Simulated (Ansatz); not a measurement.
A run for Ansatz (a first-principles code): R-PBE/def2-TZVPP on HKO (SMILES [OH][K]).

Ansatz 0.2 input:
```yaml
crystal:
  periodic: [false, false, false]
  atoms:
    - {symbol: K, position_ang: [-0.00000000, -0.00000000, -0.74841103]}
    - {symbol: O, position_ang: [0.00000000, 0.00000000, 1.47360356]}
    - {symbol: H, position_ang: [0.00000000, 0.00000000, 2.43098107]}
basis:
  gaussian:
    orbitals: def2-TZVPP
hamiltonian:
  xc: {name: PBE}
accuracy: high
relax: {f_tol: 0.0005, max_steps: 60}
scf: {lower_state_search: off}
output: {forces: true}
```

Predict the final total energy.

-675.5025 hartree.

How many basis functions does it have, and what does it roughly cost on one machine?

78 functions; very roughly 9 core-seconds.
